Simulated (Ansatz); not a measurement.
Ansatz (a program for electronic structure) job for BrH, SMILES Br, PBE0-D3(BJ)/def2-TZVPD. 

Ansatz 0.2 input:
```yaml
crystal:
  periodic: [false, false, false]
  atoms:
    - {symbol: Br, position_ang: [0.00000000, 0.00000000, -0.03980115]}
    - {symbol: H, position_ang: [0.00000000, 0.00000000, 1.39304039]}
basis:
  gaussian:
    orbitals: def2-TZVPD
hamiltonian:
  xc: pbe0
  dispersion: d3bj
relax: {f_tol: 0.002, max_steps: 200}
```

It prints:

```
Functional definition: PBE0
integrals: 0.01 GiB planned
523 factors; their error is unknown
mean field: 0.15 GiB planned
mean field evaluation 1: about -70054.1715 eV, gradient 6.6e0 eV
mean field evaluation 2: about -70054.2363 eV, gradient 3.8e0 eV
mean field evaluation 4: about -70054.2775 eV, gradient 7.4e-2 eV
mean field evaluation 8: about -70054.5984 eV, gradient 1.7e-2 eV
mean field -70054.59843759 eV, -2574.4590078692 hartree, gradient 1.1e-5 eV, S^2 0.000000; 0 other end points of the search recorded, 0 dependent functions left out
the calculation of the forces begins
reference -70054.59846395 eV, -2574.4590088380 hartree; 18, 18 occupied and 48, 48 virtual orbitals, 523 factors
relax step   1: F+E_penalty+E_count = -70054.60701215 eV  Δ(F+E_penalty+E_count) = +0.000e0 eV  max|allowed force component| = 3.087e-1 eV/Å  Δτ_max = 0.0000 Å  (26 SCF iters, accepted)
these checks for a lower state are left out or cut short: starts, cluster_reference, orbital_swaps, neighbouring_geometries, increment
integrals: 0.01 GiB planned
523 factors; their error is unknown
mean field: 0.15 GiB planned
mean field evaluation 16: about -70054.2786 eV, gradient 5.1e-4 eV
mean field -70054.60028500 eV, -2574.4590757600 hartree, gradient 6.0e-6 eV, S^2 0.000000; 0 other end points of the search recorded, 0 dependent functions left out
the calculation of the forces begins
reference -70054.60031132 eV, -2574.4590767273 hartree; 18, 18 occupied and 48, 48 virtual orbitals, 523 factors
relax step   2: F+E_penalty+E_count = -70054.60886003 eV  Δ(F+E_penalty+E_count) = -1.848e-3 eV  max|allowed force component| = 5.219e-2 eV/Å  Δτ_max = 0.0051 Å  (30 SCF iters, accepted)
these checks for a lower state are left out or cut short: starts, cluster_reference, orbital_swaps, neighbouring_geometries, increment
integrals: 0.01 GiB planned
523 factors; their error is unknown
mean field: 0.15 GiB planned
mean field -70054.60033740 eV, -2574.4590776857 hartree, gradient 5.9e-6 eV, S^2 0.000000; 0 other end points of the search recorded, 0 dependent functions left out
the calculation of the forces begins
reference -70054.60036371 eV, -2574.4590786527 hartree; 18, 18 occupied and 48, 48 virtual orbitals, 523 factors
relax step   3: F+E_penalty+E_count = -70054.60891253 eV  Δ(F+E_penalty+E_count) = -5.250e-5 eV  max|allowed force component| = 5.334e-4 eV/Å  Δτ_max = 0.0010 Å  (30 SCF iters, accepted)
integrals: 0.01 GiB planned
523 factors; their error is unknown
mean field: 0.15 GiB planned
mean field evaluation 32: about -70054.2787 eV, gradient 7.8e-5 eV
mean field -70054.60033740 eV, -2574.4590776857 hartree, gradient 5.9e-6 eV, S^2 0.000000; 1 other end points of the search recorded, 0 dependent functions left out
the calculation of the forces begins
reference -70054.60036371 eV, -2574.4590786527 hartree; 18, 18 occupied and 48, 48 virtual orbitals, 523 factors
Total energy: -70054.60893884 eV, -2574.4593937830 hartree
Atom 0 at    -0.000000    -0.000000    -0.033697 Å, force     0.000000    -0.000000    -0.000533 eV/Å
Atom 1 at     0.000000     0.000000     1.386936 Å, force     0.000000     0.000000     0.000533 eV/Å
Dipole moment:     0.000000     0.000000     0.182272 e Å
```

Self-consistency was reached.

Cost: very roughly 5 core-seconds.
